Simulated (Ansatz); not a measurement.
The cluster Na₂Sb was relaxed with PBE0-D4 (def2-TZVP) in Ansatz in these states: neutral doublet, neutral quartet. The geometries follow in no particular order.

In the def2 sets Sb takes a core potential; there is no spin–orbit coupling.

A:

```
atom   x (Å)   y (Å)   z (Å)
 Na1   2.982   0.030  -0.646
 Na2  -2.982  -0.031   0.646
 Sb3   0.000   0.001   0.000
```

B:

Cartesian coordinates in Å:
```
Na -1.2882 -0.5910 1.6456
Na 0.2947 1.4693 -1.5720
Sb 0.9935 -0.8783 -0.0736
```

Q: Judge from the bond lengths which geometry belongs to which state (an estimate).

A: A is the neutral quartet (Na2–Sb3 3.052 Å, Na1–Sb3 3.052 Å); B is the neutral doublet (Na2–Sb3 2.871 Å, Na1–Sb3 2.871 Å).

At PBE0-D4/def2-TZVP a doublet lies 0.85 eV below the neutral quartet. These are the stationary points nearest to one start from a short search; other shapes may lie lower in each state.
